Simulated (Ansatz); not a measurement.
`ClC[SiH2]Cl` from Hartree–Fock to CCSD(T)

```xyz
8

Cl   -1.839   -1.264    0.303
C    -0.146   -0.767    0.587
Si    0.165    0.706   -0.527
Cl    2.106    1.334   -0.251
H     0.499   -1.613    0.351
H    -0.037   -0.523    1.643
H    -0.004    0.313   -1.942
H    -0.743    1.814   -0.162
```

Charge 0, multiplicity 1. All single points use the PBE0-D4/def2-TZVP geometry. It is one conformer, not always the lowest. Frozen core, restricted reference, Ansatz. CBS rows extrapolate triple and quadruple zeta; past MP2 they add the triple-zeta difference.

| basis | HF (Eh) | MP2 corr. | CCSD corr. | (T) | CCSD(T) total |
| --- | --- | --- | --- | --- | --- |
| def2-SVP | -1247.76856 | -0.50432 | -0.55713 | ? | ? |
| def2-TZVPP | -1248.23701 | ? | -0.73150 | ? | ? |
| def2-QZVPP | -1248.27359 | -0.73489 | – | – | – |
| CBS(def2) | -1248.27863 | -0.77957 | ? | as TZ | ? |

(1) Fill in the withheld values. (An estimate is asked.)

Answers

(1) The calculation gave: def2-SVP (T): -0.01348; def2-SVP CCSD(T) total: -1248.33917; def2-TZVPP MP2 corr.: -0.67458; def2-TZVPP (T): -0.03016; def2-TZVPP CCSD(T) total: -1248.99867; CBS(def2) CCSD corr.: -0.83650; CBS(def2) CCSD(T) total: -1249.14529.
